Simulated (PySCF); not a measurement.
A mixed set of molecules. The calculation used TDDFT B3LYP/def2-SVPD, vertical, gas phase, core orbitals frozen in the response (PySCF). Geometries: GFN2-xTB; one conformer of each isolated species. Triplets are in the Tamm–Dancoff approximation. 'Strongest' means the level of largest summed f among the lowest 8 singlets; it needn't be the same kind of state in each.

Question: Rank by computed HOMO energy, lowest first.
A. `CS[C@@](F)([SiH3])C[SiH3]`
B. `Cc1cnsc1N`
C. `C[C@@H]1CC[SiH2]1`
D. `CCC1=CN=NS1`
E. `C(C(C[SiH3])=C)#N`

Answer: E (-7.62 eV), C (-7.32 eV), D (-7.00 eV), A (-6.44 eV), B (-6.04 eV).

```json
{"SMILES": "C=C(C#N)C[SiH3]", "HOMO (eV)": "-7.62", "gap (eV)": "5.91", "f (strongest)": "0.26", "T1 (eV)": "3.59", "LUMO (eV)": "-1.71", "α (au)": "79.8", "S1 mainly": "H→L (93%)"}
{"SMILES": "C[C@@H]1CC[SiH2]1", "HOMO (eV)": "-7.32", "gap (eV)": "7.31", "f (strongest)": "0.06", "T1 (eV)": "5.80", "LUMO (eV)": "-0.01", "α (au)": "74.1", "S1 mainly": "H→L (81%)"}
{"SMILES": "CCc1cnns1", "HOMO (eV)": "-7.00", "gap (eV)": "5.32", "f (strongest)": "0.13", "T1 (eV)": "3.28", "LUMO (eV)": "-1.68", "α (au)": "77.3", "S1 mainly": "H→L (99%)"}
{"SMILES": "CS[C@@](F)([SiH3])C[SiH3]", "HOMO (eV)": "-6.44", "gap (eV)": "6.36", "f (strongest)": "0.04", "T1 (eV)": "4.86", "LUMO (eV)": "-0.09", "α (au)": "114.1", "S1 mainly": "H→L (83%)"}
{"SMILES": "Cc1cnsc1N", "HOMO (eV)": "-6.04", "gap (eV)": "5.43", "f (strongest)": "0.10", "T1 (eV)": "3.52", "LUMO (eV)": "-0.61", "α (au)": "80.0", "S1 mainly": "H→L+1 (79%)"}
```

H and L stand for HOMO and LUMO.

- `C=C(C#N)C[SiH3]`: Löwdin shares by element: HOMO carbon 64% or more, nitrogen 12% (atoms not listed hold the other 24%); LUMO carbon 65% or more, nitrogen 15% (atoms not listed hold the other 19%).
- `C[C@@H]1CC[SiH2]1`: Löwdin shares by element: HOMO carbon 55% or more, silicon 22% (atoms not listed hold the other 24%); LUMO silicon 32%, hydrogen 22% or more, carbon 10% or more (atoms not listed hold the other 36%).
- `CCc1cnns1`: Löwdin shares by element: HOMO nitrogen 74%, sulfur 14%, carbon 8% or more; LUMO nitrogen 40%, sulfur 25%, carbon 20% or more.
- `CS[C@@](F)([SiH3])C[SiH3]`: Löwdin shares by element: HOMO sulfur 64%, carbon 18% or more, silicon 4% or more; LUMO sulfur 28%, silicon 18% or more, carbon 8% or more, hydrogen 6% or more (atoms not listed hold the other 41%).
- `Cc1cnsc1N`: Löwdin shares by element: HOMO nitrogen 45%, carbon 35% or more (atoms not listed hold the other 20%); LUMO carbon 33% or more, sulfur 24%, nitrogen 18% or more (atoms not listed hold the other 26%).
